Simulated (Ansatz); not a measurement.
A run of Ansatz (development build ahead of 0.2.0) on singlet ICl at this shape:

```csv
atom,x (Å),y (Å),z (Å)
I,0.0000,0.0000,-0.5265
Cl,0.0000,0.0000,1.6416
```

Its results:

```
Converged                       : yes
Total energy                    : -756.15764 hartree
Spin squared of the determinant : 0.000
```

(1) Which input gives this output? Name the method, the orbitals and the basis set, and write the input.

## Answers

(1) RHF in def2-TZVP. The basis set brings a core potential for I, so the total leaves out those core electrons. An unrestricted run that stays on the closed shell gives the same numbers.

```yaml
crystal:
  periodic: [false, false, false]
  atoms:
    - { symbol: I, position_ang: [0.0, 0.0, -0.52655] }
    - { symbol: Cl, position_ang: [0.0, 0.0, 1.64161] }
basis:
  gaussian: { orbitals: def2-TZVP }
hamiltonian:
  xc: hf
```
